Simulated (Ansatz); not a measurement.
Species: WCl, charge 0, multiplicity 6. The spin state was set by rule; other spins were not relaxed. 
Coordinates optimised at B3LYP-D3(BJ)/def2-TZVP (Ansatz, an electronic-structure program):
```
W
Cl 1 2.2958
```
Charge 0, spin multiplicity 6.

Basis-set convergence of Hartree-Fock and MP2 correlation energies (hartree) with Ansatz. Valence correlation only, unless marked. UHF or UKS for open shells. No spin-orbit coupling. Frozen are the shells of the preceding noble gas and the d and f shells that filled before the atom's block. Past Kr the def2 sets carry scalar-relativistic core potentials.

| basis | functions | E(HF) | E(corr, MP2) |
|---|---|---|---|
| def2-SVPD | 62 | -525.78064 | -0.21178 |
| def2-TZVPPD | 110 | -525.94217 | -0.28085 |
| def2-QZVPPD | 163 | -525.95582 | -0.30475 |

Extrapolating the two largest sets (X = 3 and 4) as X^-3: E(corr) = (64·(-0.30475) - 27·(-0.28085))/37 = -0.3222 Eh, an estimate of the basis-set limit. The largest set recovers 94.6 % of it, the smallest 65.7 %.
